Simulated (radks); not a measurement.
Results of a calculation; reference values are marked as such.
The mean radii <r> (bohr) of the occupied orbitals of an atom or ion are listed with their occupations. Level of theory: scalar-relativistic Kohn-Sham, exchange-only LDA, spin-polarised, spherical densities, point nucleus (a radial shooting solver on a logarithmic mesh with Libxc functionals).

| orbital | occ. | <r> |
|---|---|---|
| 1s up | 1 | 0.02113 |
| 1s down | 1 | 0.02113 |
| 2s up | 1 | 0.08910 |
| 2s down | 1 | 0.08908 |
| 2p up | 3 | 0.07873 |
| 2p down | 3 | 0.07870 |
| 3s up | 1 | 0.2190 |
| 3s down | 1 | 0.2191 |
| 3p up | 3 | 0.2143 |
| 3p down | 3 | 0.2145 |
| 3d up | 1 | 0.1896 |

Name the element and its charge. Open shells, if any, are filled with parallel spins first.

Answer. Z = 66, dysprosium, charge +47: Dy47+ in [Ar] 3d1. The 1s radius gives Z: for a bare nucleus <r> = (2 gamma + 1)/(2Z) with gamma = sqrt(1 - (Z/c)^2), 0.02085 bohr for Z = 66, and screening makes it slightly larger (0.02113 here). The occupations add up to 19, and the charge is Z minus that.
